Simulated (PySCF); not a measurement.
Polarisability and C₆ of Ge (germanium, neutral)

[Ar] 3d10 4s2 4p2, high-spin 3P determinant. Computed with PySCF 2.14 in def2-TZVPPD (7s5p5d1f, 54 functions), with the non-relativistic Hamiltonian (point nucleus). Coupled (time-dependent) response in atomic units; α is the mean over directions.

```
 method  mean α (bohr³)         α xx, yy, zz  C₆ (like pair)  S(−4)
    UHF           38.98  32.72, 42.11, 42.11           335.2  551.0
    PBE           40.30  32.52, 44.18, 44.18           336.8  705.8
   PBE0           39.51  32.32, 43.11, 43.11           333.4  629.6
   PW91           40.15  32.32, 44.07, 44.07           334.5  704.9
wB97X-V           38.21  31.74, 41.44, 41.44           320.2  569.7
```

S(−4) is the Cauchy moment in α(ω) = α(0) + S(−4) ω² + …

Reference α: 40 ± 1 bohr³ (recommended; Schwerdtfeger and Nagle, table of static dipole polarizabilities (2023 update)). Published C₆: 354.0 (Chu and Dalgarno (2004); Tang, Norbeck and Certain (1976)).

Spin-orbit coupling is absent.

α(iu) at PW91:

| u (hartree) | α(iu) (bohr³) |
| --- | --- |
| 0 | 40.15 |
| 0.0500 | 38.50 |
| 0.100 | 34.49 |
| 0.200 | 25.36 |
| 0.300 | 18.38 |
| 0.500 | 10.40 |
| 0.750 | 5.936 |
| 1.00 | 3.835 |
| 1.50 | 2.011 |
| 2.00 | 1.256 |
| 3.00 | 0.6359 |
| 5.00 | 0.2614 |

A single London oscillator, α(iu) = α/(1 + u²/ω²), gives C₆ = (3/4) ω α². Matching the computed C₆ needs ω = 4 × 334.5 / (3 × 40.15²) = 0.277 hartree.

The components differ because the open shell of this determinant is not spherical; for a pure term their mean is the scalar polarisability.
